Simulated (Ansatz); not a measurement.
Program: Ansatz. Geometries: PBE0-D4/def2-TZVP. ΔE: electronic, gas phase. CCSD(T)/CBS adds triple-zeta CCSD(T) − MP2 to the extrapolated MP2 energy (def2 sets, frozen cores). Functionals use def2-TZVPP. B3LYP here is the variant with VWN-RPA as its local correlation; programs differ in this. HSE06 is defined as in plane-wave codes. For Zn outer-core shells are correlated without core-valence functions, which leaves a few kJ/mol of doubt a bond. Scalar relativity is left out up to krypton. Each species was taken in one conformer, which may not be the lowest.

`[BH2][Zn][SiH2][ZnH]` + `OC(F)F` → `FC(F)[O][ZnH]` + `[BH2][Zn][SiH3]`  (cleavage of the Zn–Si bond)

Is it downhill or uphill in electronic energy at CCSD(T)/CBS, and by how much? (Best estimate.)

Computed: Downhill: ΔE = -10.2 kcal/mol.

What do these levels give: BLYP-D4, PBE0-D4, r2SCANh-D4, HSE06-D4, r2SCAN, B3LYP, r2SCANh, HSE06, MP2/def2-SVP, SCS-MP2/def2-TZVPP, MP2/def2-QZVPP, HF/CBS(def2)? (An estimate is asked.)

The calculation gave: BLYP-D4 -10.2, PBE0-D4 -6.5, r2SCANh-D4 -9.1, HSE06-D4 -6.4, r2SCAN -9.4, B3LYP -10.1, r2SCANh -9.1, HSE06 -6.4, MP2/def2-SVP -14.2, SCS-MP2/def2-TZVPP -12.7, MP2/def2-QZVPP -11.2, HF/CBS(def2) -14.7 kcal/mol.

Largest T1 diagnostic among the species: 0.015.

At CCSD(T), def2-SVP lies −3.3 kcal/mol from the extrapolated value and def2-TZVPP −0.7 kcal/mol. In def2-TZVPP, CCSD(T) changes the Hartree–Fock value by +2.9 kcal/mol (the triples alone add +0.5 kcal/mol) and MP2 by +2.5 kcal/mol. Leaving LDA and LC-ωPBE aside and taking each functional with its dispersion term where it has one, the values, not all of them listed here, spread over 5.6 kcal/mol, from CAM-B3LYP-D4 to PBE-D4.
